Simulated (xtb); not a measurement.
Harmonic IR lines of one isomer of C2H5NO, unscaled. These are GFN2-xTB (xtb) values and carry that method's errors.

| wavenumber (cm⁻¹) | relative intensity |
|---|---|
| 291 | 11 |
| 511 | 9.6 |
| 994 | 5.3 |
| 1109 | 5.5 |
| 1206 | 4.0 |
| 1421 | 17 |
| 1773 | 100 |
| 2764 | 28 |
| 2976 | 5.5 |
| 2992 | 6.4 |

**Question.** Say which structure gives these lines.
A. `CNC=O`
B. `C/N=C\O`
C. `[H]/N=C(/C)O`
D. `[H]/N=C/CO`

**Answer.** A, `CNC=O`
